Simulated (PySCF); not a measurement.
Dipole response of Tc+ (technetium, charge +1)

[Kr] 4d6, high-spin 5D determinant (an excited configuration). Computed with PySCF 2.14 in aug-cc-pVTZ-PP with one added diffuse shell each of s, p, d, f, g type with ECP28MDF (7s7p6d4f3g, 113 functions), with scalar relativity through the core potential. Coupled (time-dependent) response in atomic units; α is the mean over directions.

```json
{"method": "UHF", "mean α (bohr³)": "16.05", "α xx, yy, zz": "16.80, 16.80, 14.56", "C₆ (like pair)": "101.2", "S(−4)": "133.6"}
{"method": "PBE", "mean α (bohr³)": "19.97", "α xx, yy, zz": "20.70, 20.70, 18.50", "C₆ (like pair)": "129.8", "S(−4)": "233.2"}
{"method": "PBE0", "mean α (bohr³)": "18.43", "α xx, yy, zz": "19.20, 19.20, 16.88", "C₆ (like pair)": "118.7", "S(−4)": "186.6"}
```

S(−4) is the Cauchy moment in α(ω) = α(0) + S(−4) ω² + …

Spin-orbit coupling is absent.

α(iu) at PBE:

```tsv
u (hartree)	α(iu) (bohr³)
0	19.97
0.0500	19.41
0.100	18.03
0.200	14.71
0.300	12.00
0.500	8.550
0.750	6.097
1.00	4.601
1.50	2.900
2.00	1.987
3.00	1.082
5.00	0.4526
```

A single London oscillator, α(iu) = α/(1 + u²/ω²), gives C₆ = (3/4) ω α². Matching the computed C₆ needs ω = 4 × 129.8 / (3 × 19.97²) = 0.434 hartree.

For an ion, C₆ is the dispersion term alone; charge-induced terms of lower order in 1/R come first.

The components differ because the open shell of this determinant is not spherical; for a pure term their mean is the scalar polarisability.

Energies and moments cover only the electrons outside the core potential.
